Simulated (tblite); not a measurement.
Q: Give a GFN2-xTB geometry of `C=CCOC(=O)[C@@H](C)O[SiH3]`.

A: 
Z-matrix in Å and degrees, rows numbered from 1:
```
C 
C   1  1.3186
C   2  1.4964  1  125.24
O   3  1.4306  2  111.24  1    -1.71
C   4  1.3247  3  117.36  2  -147.57
O   5  1.2037  4  124.93  3    -0.39
C   5  1.5196  4  111.75  3  -179.21
C   7  1.5347  5  108.13  4    72.85
O   7  1.3774  5  111.46  4  -164.72
Si  9  1.6325  7  130.45  5   -24.33
H   1  1.0757  2  121.62  3  -179.98
H   1  1.0761  2  121.46  3     0.03
H   2  1.0813  1  121.48  3   179.91
H   3  1.0984  2  110.00  1   118.31
H   3  1.0976  2  110.52  1  -122.80
H   7  1.0998  5  108.33  4   -45.59
H   8  1.0866  7  110.32  5   -61.47
H   8  1.0867  7  109.04  5   178.04
H   8  1.0877  7  109.46  5    59.37
H  10  1.4611  9  113.37  7   -51.69
H  10  1.4615  9   95.37  7  -167.16
H  10  1.4589  9  113.95  7    77.92
```

The C–O distances run from 1.204 Å (C5=O6, drawn double) to 1.431 Å (C3–O4, drawn single), a spread of 0.227 Å. The C–C distances run from 1.319 Å (C1=C2, drawn double) to 1.535 Å (C7–C8, drawn single), a spread of 0.216 Å. Si10 (oxygen-bound silicon) has angles from 95.4° to 113.9°. Of the pairs four or more bonds apart, O6···Si10 is among the closest relative to their van der Waals radii: 2.66 Å, 73 % of the sum of Bondi's values.

Computed geometry: GFN2-xTB, gas phase.

Point group: C1 (no symmetry element, even within 0.4 Å). Its lowest GFN2-xTB frequency is 13i cm⁻¹, too small to tell a flat minimum from a shallow saddle. One conformer, not necessarily the lowest (C1–C2–C3–O4 -2°, C2–C3–O4–C5 -148°, C3–O4–C5–O6 0°, O4–C5–C7–C8 73°, C5–C7–O9–Si10 -24°). 3 starts were optimised and ended at 0.00, 0.01 and 1.71 kcal/mol (GFN2-xTB); the lowest of these is shown.
